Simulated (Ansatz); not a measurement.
SnH3(OSiMe3) (C3H12OSiSn). Total charge 0; singlet. Geometry r2SCAN-D4/def2-SVP, basis def2-TZVP, Ansatz.

```xyz
18

C     1.598    0.032   -0.903
C    -0.015    2.293    0.434
C    -1.437    0.206   -1.326
O    -0.288   -0.419    1.270
Si   -0.041    0.498   -0.101
Sn   -0.130   -2.359    1.662
H     1.419   -2.600    2.350
H    -1.395   -2.686    2.763
H    -0.316   -3.214    0.185
H     1.802    0.650   -1.794
H     1.606   -1.022   -1.232
H     2.438    0.171   -0.203
H     0.800    2.479    1.153
H     0.131    2.969   -0.425
H    -0.962    2.569    0.925
H    -1.474   -0.846   -1.656
H    -2.414    0.448   -0.875
H    -1.322    0.830   -2.228
```

```json
{"run": "A", "HOMO (eV)": "-7.68", "LUMO (eV)": "-0.48"}
{"run": "B", "HOMO (eV)": "-6.59", "LUMO (eV)": "-0.90"}
{"run": "C", "HOMO (eV)": "-7.89", "LUMO (eV)": "-0.24"}
{"run": "D", "HOMO (eV)": "-6.72", "LUMO (eV)": "-1.15"}
{"run": "E", "HOMO (eV)": "-9.01", "LUMO (eV)": "0.24"}
{"run": "F", "HOMO (eV)": "-6.28", "LUMO (eV)": "-1.28"}
```

In the def2 sets Sn takes a core potential; there is no spin–orbit coupling.

**Question.** The runs used B97M-V, BHLYP, PBE, PBE0, r2SCAN, r2SCAN0. Estimate which is which.

**Answer.** A PBE0 (25 % exact exchange); B r2SCAN (0 % exact exchange); C r2SCAN0 (25 % exact exchange); D B97M-V (0 % exact exchange); E BHLYP (50 % exact exchange); F PBE (0 % exact exchange). Exact exchange lowers occupied and raises empty levels; among semilocal functionals meta-GGAs tend to open the gap a little, and such runs are hard to tell apart. The gap grows from 5.00 eV (PBE) to 9.25 eV (BHLYP).
